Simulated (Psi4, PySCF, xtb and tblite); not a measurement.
Torsional profile of SMILES COC(C)=O. Scanned: dihedral C1–O2–C3–O5; all other coordinates were relaxed at B3LYP-D3(BJ)/def2-SVP. Points at φ and −φ are mirror images. Heavy atoms are numbered in the order of the SMILES COC(C)=O, hydrogens after them in the order of the atoms that carry them; the mirror image has the same energies with the sign of each dihedral reversed.

Levels of theory: PBE/def2-TZVP // B3LYP-D3(BJ)/def2-SVP (Psi4); GFN2-xTB, on its own relaxed geometries (the stored frames are those of B3LYP-D3(BJ)/def2-SVP) (xtb and tblite); RKS-B3LYP/3-21G = PySCF with restricted B3LYP/3-21G // B3LYP-D3(BJ)/def2-SVP.

Energies in kJ/mol, each method relative to its own lowest point.

| φ / ° | PBE/def2-TZVP | GFN2-xTB | RKS-B3LYP/3-21G |
|---|---|---|---|
| -150 | 35.1 | 34.1 | 37.2 |
| -120 | 51.2 | 52.7 | 49.7 |
| -90 | 55.9 | 58.9 | 52.0 |
| -60 | 39.1 | 39.4 | 36.0 |
| -30 | 12.8 | 11.7 | 11.5 |
| 0 | 0.0 | 0.0 | 0.0 |
| 30 | 12.8 | 11.7 | 11.5 |
| 60 | 39.1 | 39.4 | 36.0 |
| 90 | 55.9 | 58.9 | 52.0 |
| 120 | 51.2 | 52.7 | 49.7 |
| 150 | 35.1 | 34.1 | 37.2 |
| 180 | 28.1 | 25.7 | 31.6 |
